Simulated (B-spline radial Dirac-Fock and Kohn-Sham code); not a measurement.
F: scattering cross sections and density moments

System: atomic fluorine, [He] 2s1 2p6 (not the ground configuration).

Model: configuration-average Dirac-Fock orbitals. Program: an atomic code on a B-spline grid.

| Quantity | Value |
| --- | --- |
| Sum of ⟨r⟩ | 7.898 bohr |
| Sum of ⟨r²⟩ | 10.70 bohr² |
| Sum of ⟨1/r⟩ | 26.357 per bohr |
| Langevin diamagnetic susceptibility | -8.48 × 10⁻⁶ cm³/mol |
| Lamb shielding (α²/3)Σ⟨1/r⟩ | 467.8 ppm |

Coherent scattering is the Thomson cross section weighted by f₀², without anomalous dispersion; incoherent scattering is Klein-Nishina weighted by S. The Lamb formula is the non-relativistic shielding expression. Electron correlation is left out.

| hν (keV) | coherent (b) | incoherent (b) | incoherent per electron (b) |
| --- | --- | --- | --- |
| 1 | 50.98 | 0.2565 | 0.0285 |
| 2 | 43.93 | 0.8561 | 0.0951 |
| 5 | 22.94 | 2.568 | 0.285 |
| 20 | 3.592 | 4.565 | 0.507 |
| 30 | 1.905 | 4.791 | 0.532 |
| 50 | 0.7878 | 4.790 | 0.532 |
| 200 | 0.05678 | 3.637 | 0.404 |
| 1000 | 0.002306 | 1.900 | 0.211 |

Incoherent scattering overtakes coherent scattering between 5 and 20 keV.

Values without a named source are computed, but for edge energies of neutral atoms, which are taken from tables.
